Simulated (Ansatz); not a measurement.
`C[CH2][GeH]([F])[Cl]` and `F[SiH2][GeH]([F])[Cl]` differ in one atom or group.

Ansatz, PBE0-D4/def2-TZVP geometries, multiplicity 1. Each molecule was computed in one conformer, which needn't be the lowest.

Scalar relativity is left out up to krypton.

```csv
property,`C[CH2][GeH]([F])[Cl]`
HOMO–LUMO gap (PBE/def2-TZVPP) / eV,6.51
size of the dipole moment (B3LYP/def2-TZVPP) / D,3.13
HOMO–LUMO gap (ωB97M-V/def2-TZVPP) / eV,12.86
size of the dipole moment (ωB97M-V/def2-TZVPP) / D,3.11
HOMO energy (PBE0/def2-TZVPP) / eV,-8.63
size of the dipole moment (PBE/def2-TZVPP) / D,3.02
```

(1) Give the same properties after the change, and the shifts. (Estimate.)

Answers

(1) The calculation gave: 
| property | `F[SiH2][GeH]([F])[Cl]` | shift |
| --- | --- | --- |
| HOMO–LUMO gap (PBE/def2-TZVPP) / eV | 5.01 | -1.50 |
| size of the dipole moment (B3LYP/def2-TZVPP) / D | 3.30 | 0.17 |
| HOMO–LUMO gap (ωB97M-V/def2-TZVPP) / eV | 11.03 | -1.83 |
| size of the dipole moment (ωB97M-V/def2-TZVPP) / D | 3.31 | 0.20 |
| HOMO energy (PBE0/def2-TZVPP) / eV | -8.56 | 0.07 |
| size of the dipole moment (PBE/def2-TZVPP) / D | 3.07 | 0.05 |

With PBE0 the HOMO rises by 0.07 eV and the LUMO falls by 1.63 eV, so the gap narrows by about 1.70 eV. PBE moves the HOMO by 0.02 eV and ωB97M-V by 0.21 eV. Dipoles are sizes alone; their direction can turn.

B3LYP here is the variant with VWN-RPA as its local correlation; programs differ in this.
